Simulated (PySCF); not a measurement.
Species: C2H11BN2.
Numbering: `[CH3:1][NH:2][BH2-:3][NH2+:4][CH3:5]`

Geometry (PBE0-D3(BJ)/def2-SVP, Å), atoms numbered from 1 in this order:
```xyz
16
C2H11BN2 angstrom
C      2.3115   -0.0792   -0.7001
N      1.1939   -0.8840   -0.2828
B      0.1887   -0.3537    0.6778
N     -1.1520    0.0593   -0.2403
C     -2.2765    0.6297    0.4958
H      3.0820    0.0931    0.0826
H      2.8293   -0.5139   -1.5744
H      1.9681    0.9226   -1.0103
H      1.4720   -1.8411   -0.1037
H     -0.2587   -1.1984    1.4544
H      0.4734    0.7126    1.2331
H     -1.4126   -0.7948   -0.7359
H     -0.8170    0.6991   -0.9624
H     -3.1341    0.8566   -0.1549
H     -1.9395    1.5478    0.9943
H     -2.5827   -0.0811    1.2745
```

Lines to be assigned: B 1s: 194.13 eV; C 1s: 290.71 (area 1), 292.30 (area 1) eV; N 1s: 403.25 (area 1), 406.94 (area 1) eV.

Method used: delta-SCF UKS SCAN, pcX-2 on the ionised atom, pcseg-1 elsewhere, spin-free X2C (PySCF 2.14.0). The structure is a single PBE0-D3(BJ)/def2-SVP conformer in the gas phase; no vibrational or solvent corrections.

(1) Order the carbon atoms by C 1s binding energy.

(2) Assign the N 1s lines to atoms.

Answers

(1) 290.71 eV: C1 (N-methyl carbon); 292.30 eV: C5 (N-methyl carbon). The listed C 1s values span 1.59 eV, from C1 (bonded to N and 3 H) to C5 (bonded to N and 3 H). Summing the Pauling electronegativity differences to the bonded atoms, each weighted by its formal bond order, gives -0.56 for the lowest site and -0.56 for the highest; the sum is the same at every site.

(2) 403.25 eV: N2 (boron-bound nitrogen); 406.94 eV: N4 (nitrogen bonded to B, C and 2 H). Lowest listed N 1s: N2, bonded to C, H and B. Highest, 3.69 eV above it: N4, bonded to C, 2 H and B. Summing the Pauling electronegativity differences to the bonded atoms, each weighted by its formal bond order, gives -2.33 for the lowest site and -3.17 for the highest; the largest sum, -2.33, belongs to N2, 3.69 eV below the top. The smallest sum, -3.17, belongs to N4, 3.69 eV above the lowest.

Bonded neighbours of each site: C1: N and 3 H; N2: C, H and B; B3: 2 N and 2 H; N4: C, 2 H and B; C5: N and 3 H.

Question: Which effective nuclear charge Zeff reproduces each element's mean 1s value in the hydrogen-like formula E = 13.606 eV × Zeff²?

Answer: B (Z = 5): mean 194.1 eV, Zeff = 3.78, Z − Zeff = 1.22; C (Z = 6): mean 291.5 eV, Zeff = 4.63, Z − Zeff = 1.37; N (Z = 7): mean 405.1 eV, Zeff = 5.46, Z − Zeff = 1.54. Means run over the listed sites, weighted by atom count.
